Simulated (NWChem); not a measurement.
# GeH4; SMILES [GeH4]

Program: NWChem. STO-3G and 3-21G are far too small for this property and stand as cheap habits. The geometry was optimised at PBE0/def2-SVP. B3LYP is NWChem's, with the RPA form of VWN correlation. Field at 589 nm.

**Question.** Estimate the computed values for B3LYP/STO-3G. Quantities: isotropic polarisability (bohr³); anisotropy (bohr³).

**Answer.** The isotropic polarisability (bohr³) is 11.8 and the anisotropy (bohr³) is 0.0.
